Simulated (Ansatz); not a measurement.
Species: CH7NSi, net charge 0, singlet state. 
Coordinates optimised at B3LYP-D3(BJ)/def2-TZVP (Ansatz, a program for electronic structure):
```
N
H 1 1.0081
C 1 1.4559 2 113.51
H 3 1.0921 1 109.42 2 169.54
H 3 1.0923 4 107.16 1 120.13
H 3 1.0971 4 107.53 5 116.04
Si 1 1.7195 2 117.75 3 -155.24
H 7 1.4811 1 107.37 2 -32.05
H 7 1.4832 8 110.95 1 118.64
H 7 1.4910 8 108.09 9 116.54
```

Property: vertical ionisation energy (to the doublet state of charge +1; each state is the SCF solution reached for its spin), in eV. Valence correlation only, unless marked. Open shells are spin-unrestricted. Spin-orbit coupling is left out. No relativistic terms. CBS(X,Y): correlation extrapolated as X^-3; Hartree-Fock from the larger set. The bracket is a focal-point correction in the basis named.

RI-MP2/CBS(aug-cc-pV(T+d)Z,aug-cc-pV(Q+d)Z)+[CCSD(T)-MP2]/aug-cc-pV(T+d)Z (Ansatz) gives 9.29 eV.

Question: Another calculation gave 9.07 eV. Which level was it?
A. r2SCAN/def2-TZVPD (Ansatz)
B. PBE0/def2-TZVPD (Ansatz)
C. B2PLYP/def2-TZVPD (Ansatz)

Answer: C, B2PLYP/def2-TZVPD (Ansatz). The others give 8.82 (r2SCAN), 8.94 (PBE0) eV.
